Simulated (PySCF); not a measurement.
2-hydroxy-1,3,2-dioxaborolane (C2H5BO3), SMILES OB1OCCO1. Atoms are numbered in the order given.

```xyz
11

O     -0.1167    -2.1148     0.0000
B     -0.0466    -0.7662     0.0000
O     -1.1603     0.0256     0.0000
C     -0.7379     1.3727     0.0000
C      0.8093     1.3185     0.0000
O      1.1306    -0.0583     0.0000
H      0.7587    -2.5131     0.0000
H     -1.1366     1.8873    -0.8898
H     -1.1366     1.8873     0.8898
H      1.2451     1.8012     0.8901
H      1.2451     1.8012    -0.8901
```
Charge 0, spin multiplicity 1.

The structure is a stationary point at PBE0-D3(BJ)/def2-SVP. A frequency run showed that this geometry is not a minimum. One conformer was computed; it need not be the lowest.

Level of theory: B3LYP/pcSseg-1 in PySCF.

GIAO shieldings, no solvent; atoms listed in one row are averaged. δ = σ(ref) − σ: ¹⁷O against H2O (σ = 333.8 ppm); ¹¹B against BF3 (σ = 86.3 ppm); ¹³C against TMS (σ = 181.3 ppm); ¹H against TMS (σ = 31.68 ppm), references at their B3LYP-D3(BJ)/def2-TZVP geometries, non-relativistic.

```
nucleus     atoms  count  δ (ppm)
-------  --------  -----  -------
¹⁷O            O6      1     91.6
¹⁷O            O3      1     88.7
¹⁷O            O1      1     71.0
¹¹B            B2      1     12.1
¹³C        C4, C5      2     70.8
¹H         H8, H9      2     4.51
¹H       H11, H10      2     4.42
¹H             H7      1     3.18
```
